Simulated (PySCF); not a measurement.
PySCF job for GeH₇NOSi, SMILES N[SiH2][O][GeH3], TDA-PBE/def2-SVPD. Coordinates come from a PBE0-D3(BJ)/def2-SVP optimisation. This is a generated structure with no PubChem entry under its InChIKey; it may be hypothetical. Other conformers were not sampled.

```python
import numpy as np
from pyscf import gto, scf, dft, tdscf

mol = gto.M(
    atom='''
    Si   -1.35411150   -0.22063226   -0.97949908
    N    -2.98954306   -0.44889684   -0.50976921
    O    -0.31403252   -0.02638652    0.30422755
    Ge    1.42912260    0.21876120    0.52618844
    H    -1.30171980    1.00749998   -1.82854045
    H    -0.93841358   -1.42947465   -1.75291008
    H    -3.26884021   -1.31936416   -0.07102813
    H    -3.51425486    0.32914762   -0.12566943
    H     1.84160981    1.53833695   -0.15482084
    H     2.18730812   -0.96790739   -0.10026916
    H     1.65900958    0.28362470    2.04275924
    ''',
    basis='def2-SVPD',
    charge=0,
    spin=0,
    max_memory=1600,
    verbose=4,
)
mf = dft.RKS(mol, xc='pbe').density_fit(auxbasis='def2-universal-jkfit')
mf.grids.level = 3
mf.conv_tol = 1e-9
mf.max_cycle = 100
mf.kernel()
mf.grids = dft.Grids(mol).set(level=1).build(with_non0tab=True)  # coarser grid for the response kernel
td = tdscf.TDA(mf)
td.singlet = True
td.nstates = 10
td.conv_tol = 1e-4
td.positive_eig_threshold = 1e-6
td.kernel(x0=td.get_init_guess(mf, 15))
td.analyze()
tt = tdscf.TDA(mf)
tt.singlet = False
tt.nstates = 4
tt.conv_tol = 1e-4
tt.positive_eig_threshold = 1e-6
tt.kernel(x0=tt.get_init_guess(mf, 9))
tt.analyze(verbose=3)
```

It prints:

```
PySCF version 2.14.0

[INPUT] verbose = 4
[INPUT] num. atoms = 11
[INPUT] num. electrons = 68
[INPUT] charge = 0
[INPUT] spin (= nelec alpha-beta = 2S) = 0
[INPUT] symmetry False subgroup None
[INPUT] Mole.unit = angstrom
[INPUT] Symbol           X                Y                Z      unit          X                Y                Z       unit  Magmom
[INPUT]  1 Si    -1.354111500000  -0.220632260000  -0.979499080000 AA   -2.558899877124  -0.416934545644  -1.850985000463 Bohr   0.0
[INPUT]  2 N     -2.989543060000  -0.448896840000  -0.509769210000 AA   -5.649417620994  -0.848292085783  -0.963324193636 Bohr   0.0
[INPUT]  3 O     -0.314032520000  -0.026386520000   0.304227550000 AA   -0.593435457007  -0.049863296180   0.574906749047 Bohr   0.0
[INPUT]  4 Ge     1.429122600000   0.218761200000   0.526188440000 AA    2.700650312426   0.413398754681   0.994352041512 Bohr   0.0
[INPUT]  5 H     -1.301719800000   1.007499980000  -1.828540450000 AA   -2.459893912924   1.903899032705  -3.455440658189 Bohr   0.0
[INPUT]  6 H     -0.938413580000  -1.429474650000  -1.752910080000 AA   -1.773344657773  -2.701315590508  -3.312519972189 Bohr   0.0
[INPUT]  7 H     -3.268840210000  -1.319364160000  -0.071028130000 AA   -6.177212741866  -2.493236920967  -0.134223712840 Bohr   0.0
[INPUT]  8 H     -3.514254860000   0.329147620000  -0.125669430000 AA   -6.640979217322   0.621998856352  -0.237480804930 Bohr   0.0
[INPUT]  9 H      1.841609810000   1.538336950000  -0.154820840000 AA    3.480138169212   2.907035522799  -0.292568985975 Bohr   0.0
[INPUT] 10 H      2.187308120000  -0.967907390000  -0.100269160000 AA    4.133413296837  -1.829079881043  -0.189481251140 Bohr   0.0
[INPUT] 11 H      1.659009580000   0.283624700000   2.042759240000 AA    3.135073744230   0.535973005162   3.860255502025 Bohr   0.0

nuclear repulsion = 349.577295066938
number of shells = 69
number of NR pGTOs = 255
number of NR cGTOs = 161
basis = def2-SVPD
ecp = {}


******** <class 'pyscf.df.df_jk.DFRKS'> ********
method = DFRKS
initial guess = minao
damping factor = 0
level_shift factor = 0
DIIS = <class 'pyscf.scf.diis.CDIIS'>
diis_start_cycle = 1
diis_space = 8
diis_damp = 0
SCF conv_tol = 1e-09
SCF conv_tol_grad = None
SCF max_cycles = 100
direct_scf = False
XC library pyscf.dft.libxc version 7.1.2
    S. Lehtola, C. Steigemann, M. J. T. Oliveira, and M. A. L. Marques,  SoftwareX 7, 1–5 (2018)
XC functionals = pbe
    J. P. Perdew, K. Burke, and M. Ernzerhof,  Phys. Rev. Lett. 77, 3865 (1996)
    J. P. Perdew, K. Burke, and M. Ernzerhof,  Phys. Rev. Lett. 78, 1396 (1997)
    J. P. Perdew, K. Burke, and M. Ernzerhof,  Phys. Rev. Lett. 77, 3865 (1996)
    J. P. Perdew, K. Burke, and M. Ernzerhof,  Phys. Rev. Lett. 78, 1396 (1997)
radial grids:
    Treutler-Ahlrichs [JCP 102, 346 (1995); DOI:10.1063/1.469408] (M4) radial grids

becke partition: Becke, JCP 88, 2547 (1988); DOI:10.1063/1.454033
pruning grids: <function nwchem_prune>
grids dens level: 3
symmetrized grids: False
atomic radii adjust function: <function treutler_atomic_radii_adjust>
small_rho_cutoff = 0
Set gradient conv threshold to 3.16228e-05
Initial guess from minao.
tot grids = 136464
init E= -2499.15440535085
  HOMO = -0.325886612903375  LUMO = -0.0658216527303299  gap/eV = 7.07673
cycle= 1 E= -2499.48676258803  delta_E= -0.332  |g|= 1.08  |ddm|= 4.02
  HOMO = -0.0789485708074227  LUMO = -0.0202105234169649  gap/eV = 1.59834
cycle= 2 E= -2498.12173252549  delta_E= 1.37  |g|= 2.68  |ddm|= 5.86
  HOMO = -0.233268134056944  LUMO = -0.037346380475952  gap/eV = 5.33130
cycle= 3 E= -2499.6536383901  delta_E= -1.53  |g|= 0.424  |ddm|= 4.58
  HOMO = -0.241881064580692  LUMO = -0.0258331124463331  gap/eV = 5.87896
cycle= 4 E= -2499.68426223445  delta_E= -0.0306  |g|= 0.179  |ddm|= 0.756
  HOMO = -0.221587687658535  LUMO = -0.0290272600493693  gap/eV = 5.23984
cycle= 5 E= -2499.68920877361  delta_E= -0.00495  |g|= 0.0804  |ddm|= 0.396
  HOMO = -0.233007062028233  LUMO = -0.029249686924087  gap/eV = 5.54452
cycle= 6 E= -2499.69065202291  delta_E= -0.00144  |g|= 0.0131  |ddm|= 0.127
  HOMO = -0.233229424079561  LUMO = -0.0286886523940537  gap/eV = 5.56584
cycle= 7 E= -2499.69069041247  delta_E= -3.84e-05  |g|= 0.00303  |ddm|= 0.0212
  HOMO = -0.233203755218325  LUMO = -0.0287344608102096  gap/eV = 5.56389
cycle= 8 E= -2499.69069230843  delta_E= -1.9e-06  |g|= 0.000719  |ddm|= 0.00649
  HOMO = -0.233215433842197  LUMO = -0.0287750622079623  gap/eV = 5.56311
cycle= 9 E= -2499.69069244035  delta_E= -1.32e-07  |g|= 0.000138  |ddm|= 0.00124
  HOMO = -0.23322116998537  LUMO = -0.0287812512165786  gap/eV = 5.56309
cycle= 10 E= -2499.69069244467  delta_E= -4.32e-09  |g|= 3.89e-05  |ddm|= 0.000262
  HOMO = -0.233224457233063  LUMO = -0.0287797869776472  gap/eV = 5.56322
cycle= 11 E= -2499.69069244519  delta_E= -5.2e-10  |g|= 6.84e-06  |ddm|= 0.000121
  HOMO = -0.233222651104308  LUMO = -0.0287791171911911  gap/eV = 5.56319
Extra cycle  E= -2499.69069244518  delta_E= 1.09e-11  |g|= 9.29e-06  |ddm|= 3.31e-05
converged SCF energy = -2499.69069244518
tot grids = 41432
Overwritten attributes  positive_eig_threshold  of <class 'pyscf.tdscf.rks.TDA'>


******** <class 'pyscf.tdscf.rks.TDA'> for <class 'pyscf.df.df_jk.DFRKS'> ********
nstates = 10 singlet
deg_eia_thresh = 1.000e-03
wfnsym = None
conv_tol = 0.0001
eigh lindep = 1e-12
eigh level_shift = 0
eigh max_cycle = 100


Excitation energies (eV)
[5.80310893 5.99525189 6.08438648 6.27359449 6.43731694 6.63857428
 6.70340369 6.95132681 7.07870586 7.11165871]

** Singlet excitation energies and oscillator strengths **
Excited State   1:      5.80311 eV    213.65 nm  f=0.1290
      34 -> 35       -0.69561
Excited State   2:      5.99525 eV    206.80 nm  f=0.0093
      34 -> 36       -0.69264
      34 -> 37       -0.13589
Excited State   3:      6.08439 eV    203.77 nm  f=0.0010
      33 -> 35        0.70279
Excited State   4:      6.27359 eV    197.63 nm  f=0.0155
      34 -> 36       -0.13371
      34 -> 37        0.68963
Excited State   5:      6.43732 eV    192.60 nm  f=0.0119
      33 -> 36       -0.70297
Excited State   6:      6.63857 eV    186.76 nm  f=0.0178
      33 -> 37       -0.70051
Excited State   7:      6.70340 eV    184.96 nm  f=0.0117
      32 -> 35       -0.69708
Excited State   8:      6.95133 eV    178.36 nm  f=0.0121
      34 -> 38        0.69847
Excited State   9:      7.07871 eV    175.15 nm  f=0.0482
      32 -> 36       -0.68959
Excited State  10:      7.11166 eV    174.34 nm  f=0.0001
      34 -> 39        0.70636

** Transition electric dipole moments (AU) **
state          X           Y           Z        Dip. S.      Osc.
  1         0.9050      0.1405      0.2619      0.9073      0.1290
  2         0.2108      0.0379      0.1330      0.0636      0.0093
  3        -0.0260      0.0769     -0.0081      0.0066      0.0010
  4        -0.0111      0.0076      0.3171      0.1008      0.0155
  5         0.0403     -0.2708      0.0148      0.0752      0.0119
  6         0.0521     -0.3269      0.0090      0.1097      0.0178
  7         0.1863      0.0208     -0.1895      0.0710      0.0117
  8        -0.0381     -0.0168     -0.2635      0.0712      0.0121
  9         0.3397      0.0367     -0.4011      0.2776      0.0482
 10        -0.0099     -0.0216      0.0018      0.0006      0.0001

** Transition velocity dipole moments (imaginary part, AU) **
state          X           Y           Z        Dip. S.      Osc.
  1         0.1225      0.0196      0.0510      0.0180      0.0562
  2         0.0494      0.0086      0.0278      0.0033      0.0099
  3        -0.0054      0.0237     -0.0018      0.0006      0.0018
  4         0.0280      0.0062      0.0661      0.0052      0.0150
  5         0.0095     -0.0623      0.0032      0.0040      0.0112
  6         0.0104     -0.0667      0.0018      0.0046      0.0124
  7         0.0375      0.0041     -0.0438      0.0033      0.0090
  8        -0.0223     -0.0057     -0.0663      0.0049      0.0129
  9         0.0804      0.0086     -0.0936      0.0153      0.0392
 10        -0.0031      0.0006      0.0002      0.0000      0.0000

** Transition magnetic dipole moments (imaginary part, AU) **
state          X           Y           Z
  1         0.0292     -0.1598      0.0143
  2         0.0367     -0.2550      0.0106
  3         0.5021      0.0927      0.3627
  4         0.0997     -0.6298      0.0245
  5        -0.2486     -0.0400     -0.0495
  6         0.6396      0.1120      0.3777
  7        -0.0861      0.6027     -0.0161
  8        -0.0536      0.4225     -0.0111
  9         0.0367     -0.3072      0.0061
 10        -0.0303      0.0088     -0.0545


******** <class 'pyscf.tdscf.rks.TDA'> for <class 'pyscf.df.df_jk.DFRKS'> ********
nstates = 4 triplet
deg_eia_thresh = 1.000e-03
wfnsym = None
conv_tol = 0.0001
eigh lindep = 1e-12
eigh level_shift = 0
eigh max_cycle = 100


Excitation energies (eV)
[5.45140025 5.82510841 5.89502563 6.05172985]

** Triplet excitation energies and oscillator strengths **
Excited State   1:      5.45140 eV    227.44 nm  f=0.0000
Excited State   2:      5.82511 eV    212.84 nm  f=0.0000
Excited State   3:      5.89503 eV    210.32 nm  f=0.0000
Excited State   4:      6.05173 eV    204.87 nm  f=0.0000
```

Self-consistency was reached.
